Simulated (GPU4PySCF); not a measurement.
di-tert-butyl disulfide (C₈H₁₈S₂), SMILES CC(C)(C)SSC(C)(C)C. Geometry optimised at ωB97M-D3(BJ)/def2-TZVP. One conformer was computed; it need not be the lowest.

Computed equilibrium geometry at ωB97M-D3(BJ)/def2-TZVP (GPU4PySCF confirms it by a frequency run) as Cartesian coordinates in Å, and its point group (one conformer of several):
point group C2.
```xyz
28

C     -2.5797     1.3476    -0.4796
C     -2.1104     0.0588     0.1831
C     -3.2098    -1.0003     0.1291
C     -1.6921     0.3233     1.6191
S     -0.7498    -0.6926    -0.8185
S      0.7498     0.6926    -0.8185
C      2.1104    -0.0588     0.1831
C      3.2098     1.0003     0.1291
C      2.5797    -1.3476    -0.4796
C      1.6921    -0.3233     1.6191
H     -3.4244     1.7603     0.0755
H     -2.8924     1.1652    -1.5064
H     -1.7827     2.0899    -0.4867
H     -2.8851    -1.9302     0.5953
H     -4.0860    -0.6359     0.6668
H     -3.5046    -1.2109    -0.8987
H     -2.5306     0.7580     2.1665
H     -0.8636     1.0277     1.6535
H     -1.3930    -0.5955     2.1201
H      2.8851     1.9302     0.5953
H      4.0860     0.6359     0.6668
H      3.5046     1.2109    -0.8987
H      3.4244    -1.7603     0.0755
H      1.7827    -2.0899    -0.4867
H      2.8924    -1.1652    -1.5064
H      0.8636    -1.0277     1.6535
H      1.3930     0.5955     2.1201
H      2.5306    -0.7580     2.1665
```
